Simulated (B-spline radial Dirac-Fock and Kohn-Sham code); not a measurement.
## Os⁷⁺: photoemission with 3470 eV photons

System: the Os⁷⁺ ion, 1s2 2s2 2p6 3s2 3p6 3d10 4s2 4p6 4d10 4f14 5s2 5p6 5d1.

Calculated with a radial finite-basis atomic code, using the independent-particle Dirac-Slater model, thresholds from Dirac-Fock. The asymmetry parameter β is from the dipole term alone. Kinetic energies are from the vacuum level. Open shells are spread statistically over j, without multiplet splitting.

```csv
subshell,electrons,binding (eV),kinetic (eV),σ (kb),β
3s,2,3173.1,296.9,22.3,1.90
3p1/2,2,2912.6,557.4,32.5,1.28
3p3/2,4,2578.4,891.6,74.2,1.39
3d3/2,4,2147.8,1322.2,99.6,1.12
3d5/2,6,2076.8,1393.2,?,?
4s,2,778.0,2692.0,7.12,1.93
4p1/2,2,668.2,2801.8,8.84,1.69
4p3/2,4,589.6,2880.4,17.9,1.72
4d3/2,4,409.2,3060.8,15.9,1.38
4d5/2,6,394.7,3075.3,21.9,1.33
4f5/2,6,164.8,3305.2,4.06,0.99
4f7/2,8,162.1,3307.9,5.08,0.96
5s,2,201.9,3268.1,1.50,1.93
5p1/2,2,163.3,3306.7,1.63,1.72
5p3/2,4,149.5,3320.5,3.22,1.75
5d3/2,0.4,101.0,3369.0,0.203,1.41
5d5/2,0.6,99.34,3370.7,0.281,1.35
```

Question: What are σ and β for 3d5/2?

Answer: σ = 139 kb, the largest of all subshells and 30 % of the total, and β = 1.15.

Run: 4.4 s of CPU time on 1 thread of Neoverse-V1 (shared host), peak memory 0.38 GiB.
